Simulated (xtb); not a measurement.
CH4N (SMILES C[NH]), doublet, at a GFN2-xTB geometry, atoms displaced at random by about 0.05 Å a coordinate; xtb with GFN1-xTB with ALPB(methanol).

Input for xtb:
```
$ xtb mol.xyz --gfn 1 --uhf 1 --opt --alpb methanol --json

# file mol.xyz
6

C     -0.71838420     0.14418958     0.12027287
N      0.70006367    -0.23882718    -0.24012471
H     -0.67295252     0.07213269     1.17097147
H     -1.27552831    -0.57500793    -0.38579562
H     -0.79137707     1.11723565    -0.16716605
H      1.35710484     0.39955934     0.18360821
```

Problem. Write the output that xtb gives for this input, abridged.

Solution. 
```
   ID    Z sym.   atoms
    1    6 C      1
    2    7 N      2
    3    1 H      3-6

           -------------------------------------------------
          |                Calculation Setup                |
           -------------------------------------------------

           -------------------------------------------------
          |                 G F N 1 - x T B                 |
           -------------------------------------------------

      * Solvation model:               ALPB
        Solvent                        methanol
        Parameter file                 internal GFN1-xTB/ALPB
        Dielectric constant                3.2700E+01
        Reference state                gsolv [1 M gas/solution]
        Free energy shift                  4.3754E-03 Eh       2.7456E+00 kcal/mol
        Temperature                        2.9815E+02 K
        Density                            7.9200E-01 kg/L
        Solvent mass                       3.2040E+01 g/mol
        Interaction kernel             P16
        Born radius scaling (c1)           1.7266E+00
        Born radii integrator          GBOBC
        Born offset                        0.0000E+00 a0       0.0000E+00 AA
        H-bond correction              true
        Ion screening                  false
        Surface tension                    1.0000E-05 Eh       1.5569E+01 dyn/cm
        Grid points                               230 per atom

          ...................................................
          :                      SETUP                      :
          :.................................................:
          :  # basis functions                  16          :
          :  # atomic orbitals                  16          :
          :  # shells                           12          :
          :  # electrons                        13          :
          :  # halogen bonds                     0          :
          :  max. iterations                   250          :
          :  Hamiltonian                  GFN1-xTB          :
          :  restarted?                      false          :
          :  GBSA solvation                   true          :
          :  PC potential                    false          :
          :  electronic temp.          300.0000000     K    :
          :  accuracy                    1.0000000          :
          :  -> integral cutoff          0.2500000E+02      :
          :  -> integral neglect         0.1000000E-07      :
[...]
         :: total energy              -7.372268539571 Eh    ::
 * total energy  :    -7.3722685 Eh     change       -0.1775469E-11 Eh
 * total energy  :    -7.3847021 Eh     change       -0.1243359E-01 Eh
 * total energy  :    -7.3875208 Eh     change       -0.2818655E-02 Eh
 * total energy  :    -7.3876475 Eh     change       -0.1266786E-03 Eh
 * total energy  :    -7.3876699 Eh     change       -0.2247330E-04 Eh
 * total energy  :    -7.3876721 Eh     change       -0.2124728E-05 Eh
   *** GEOMETRY OPTIMIZATION CONVERGED AFTER 6 ITERATIONS ***
         :: total energy              -7.387672063366 Eh    ::
[...]
         8                         -0.1290022              -3.5103 (LUMO)
         9                         -0.0807450              -2.1972
        10                         -0.0657647              -1.7895
        11                         -0.0498809              -1.3573
        12                          0.1594052               4.3376
        13                          0.2463298               6.7030
        14                          0.2724627               7.4141
        15                          0.4043919              11.0041
        16                          0.4270910              11.6217
      -------------------------------------------------------------
                  HL-Gap            0.2516814 Eh            6.8486 eV
             Fermi-level           -0.3307232 Eh           -8.9994 eV

  Mulliken/CM5 charges         n(s)   n(p)   n(d)
     1C     0.07595 -0.00838   0.980  2.945  0.000
     2N    -0.44526 -0.72751   1.615  3.830  0.000
     3H     0.06121  0.12166   0.939  0.000  0.000
     4H     0.02570  0.08662   0.974  0.000  0.000
     5H     0.05864  0.11896   0.941  0.000  0.000
     6H     0.22376  0.40865   0.776  0.000  0.000

Wiberg/Mayer (AO) data.
largest (>0.10) Wiberg bond orders for each atom

 ---------------------------------------------------------------------------
     #   Z sym  total        # sym  WBO       # sym  WBO       # sym  WBO
 ---------------------------------------------------------------------------
     1   6 C    3.979 --     2 N    1.127     4 H    0.988     5 H    0.933
                             3 H    0.929
     2   7 N    2.218 --     1 C    1.127     6 H    0.956
     3   1 H    1.000 --     1 C    0.929
     4   1 H    1.019 --     1 C    0.988
     5   1 H    1.000 --     1 C    0.933
     6   1 H    0.967 --     2 N    0.956
 ---------------------------------------------------------------------------

Topologies differ in total number of bonds
Writing topology from bond orders to xtbtopo.mol

 dipole moment from electron density (au)
     X       Y       Z
  -0.3999   0.8615   0.6747  total (Debye):    2.961

optimized geometry written to: xtbopt.xyz

           -------------------------------------------------
          | TOTAL ENERGY               -7.387672063366 Eh   |
          | GRADIENT NORM               0.000334239496 Eh/α |
          | HOMO-LUMO GAP               6.848598812609 eV   |
           -------------------------------------------------

normal termination of xtb
```
